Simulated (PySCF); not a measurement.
Two species compared at the same levels of theory.

First species: C5H15NSSi2.
Structure used (GFN2-xTB), in Å, numbered top down from 1:
```
atom  x, y, z in Å
C1     2.190    1.946   -0.269
C2     2.070    0.472   -0.632
Si3    0.898   -0.481    0.534
C4     0.762   -2.319    0.018
C5    -0.652   -2.802    0.337
N6    -1.625   -1.817   -0.085
Si7   -1.390   -0.197    0.416
S8    -2.375    1.012   -1.072
C9    -2.247    2.613   -0.225
H10    2.556    2.061    0.748
H11    1.223    2.440   -0.338
H12    2.878    2.458   -0.939
H13    1.716    0.387   -1.661
H14    3.062    0.018   -0.605
H15    1.420   -0.416    1.915
H16    0.926   -2.413   -1.056
H17    1.483   -2.968    0.511
H18   -0.734   -2.992    1.418
H19   -0.857   -3.744   -0.181
H20   -2.536   -2.198   -0.282
H21   -2.091    0.173    1.666
H22   -1.206    2.912   -0.154
H23   -2.685    2.542    0.766
H24   -2.798    3.332   -0.822
```

Second species: C5H15NSSi2.
InChI=1S/C5H15NSSi2/c1-2-9(7-8-6)5-3-4-5/h5,9H,2-4,6,8H2,1H3/t9-/m1/s1

Levels: PBE0/pcSseg-1 for HOMO energy, LUMO energy and HOMO–LUMO gap. Geometries: GFN2-xTB. Each structure is a single optimised conformer of the isolated species, non-relativistic unless stated; the electronic structure was computed with PySCF and density fitting.

Values for the first species:

- HOMO energy: -6.46 eV
- LUMO energy: -0.31 eV
- HOMO–LUMO gap: 6.15 eV

Question: Estimate the same properties for the second species, and the change in each.

Answer: 
```tsv
property	first	second	second less first
HOMO energy	-6.46 eV	-7.02 eV	-0.56 eV
LUMO energy	-0.31 eV	0.41 eV	+0.72 eV
HOMO–LUMO gap	6.15 eV	7.43 eV	+1.28 eV
```

